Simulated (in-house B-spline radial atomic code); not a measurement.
The numbers below are computed, except where a source is named.
**Making a Troullier-Martins s channel for Ti, r_c = 0.65 bohr**

Ti, [Ar] 3d2 4s2, non-relativistic LDA (VWN5), spherical and spin-unpolarised, from a B-spline radial code for spherical atoms (atomic units). The all-electron 3s level is ε = -2.258007 hartree, its outermost node lies just inside 0.41 bohr and its outer maximum at 0.87 bohr.

Inside r_c the pseudo-orbital is u(r) = r^1 exp(p(r)), with p = c0 + c2 r² + c4 r⁴ + … + c12 r¹². The seven coefficients follow from p and its first four derivatives at r_c, from zero curvature of the screened potential at the origin, c4 = −c2²/(2l + 5), and from the norm inside r_c. At r_c the all-electron orbital has P = 0.8882494, P' = 2.160826, the screened potential V = -9.25914, V' = 26.52423, V'' = -103.6781, and the norm inside is Q = 0.1353839.

**Question.** What are p, p' and p'' at r_c?

**Answer.** p = ln(P/r_c^1) = ln(0.8882494/0.65) = 0.31228. p' = P'/P − 1/r_c = 2.43268 − 1.53846 = 0.89422. The radial equation gives p'' = 2(V − ε) − 2(1) p'/r_c − p'² = -14.00227 − (2.75144) − 0.79962 = -17.55333. Differentiating, p''' = 2V' + 2(1)p'/r_c² − 2(1)p''/r_c − 2p'p'' = 142.68, and p'''' = 2V'' − 4(1)p'/r_c³ + 4(1)p''/r_c² − 2(1)p'''/r_c − 2p''² − 2p'p''' = -1697.

For a trial c2 the five matching conditions are linear in c0, c6, c8, c10 and c12, and c2 is varied until the norm inside r_c equals Q. The root nearest zero gives:

| n | c_n |
| --- | --- |
| 0 | 1.098173 |
| 2 | -10.58291 |
| 4 | -22.39959 |
| 6 | 487.5124 |
| 8 | -1752.438 |
| 10 | 2579.147 |
| 12 | -1400.431 |

**Question.** Check c4 and p(r_c), and find the screened pseudopotential at the origin.

**Answer.** −c2²/5 = -22.3996, as listed. The terms c_n r_c^n are 1.09817, -4.47128, -3.99847, 36.76764, -55.84052, 34.72240, -7.96567, which sum to 0.31228. Inverting the radial equation, V_l(r) = ε + 1 p'/r + (p'' + p'²)/2, so V_l(0) = ε + (2l + 3) c2 = -2.258007 + 3 × (-10.5829) = -34.0067 hartree, finite where the all-electron potential diverges.

Orbitals and screened potentials:

| r (bohr) | P | u | V all-electron | V pseudo |
| --- | --- | --- | --- | --- |
| 0.065 | 0.2085 | 0.1863 | -273.4 | -33.8 |
| 0.162 | -0.4543 | 0.3653 | -84.91 | -27.7 |
| 0.26 | -0.5468 | 0.3871 | -42.78 | -8.49 |
| 0.358 | -0.2113 | 0.3617 | -25.99 | 10.97 |
| 0.455 | 0.2304 | 0.4219 | -17.47 | 18.18 |
| 0.552 | 0.6152 | 0.6305 | -12.47 | 2.72 |
| 0.65 | 0.8882 | 0.8882 | -9.259 | -9.259 |

Logarithmic derivatives P'/P at R = 0.95 bohr, for energies E around ε:

| E − ε (hartree) | all-electron | pseudo |
| --- | --- | --- |
| -0.5 | 0.00281565 | -0.000463672 |
| -0.25 | -0.18015 | -0.181063 |
| -0.1 | -0.294462 | -0.294618 |
| 0 | -0.372685 | -0.372684 |
| 0.1 | -0.452596 | -0.452767 |
| 0.25 | -0.575782 | -0.576929 |
| 0.5 | -0.790584 | -0.795767 |

**Question.** With P(R) = 1.089535 and a norm of 0.4692289 inside R, what slope in energy does norm conservation fix?

**Answer.** d(P'/P)/dE = −2 × (norm inside R)/P(R)² = -0.7906 per hartree·bohr at E = ε, for both atoms, since orbital and norm agree at R. Differences over ±0.1 hartree give -0.7907 (all-electron) and -0.7907 (pseudo), which also hold third-order terms. Half a hartree below ε the two curves differ by -0.0033.
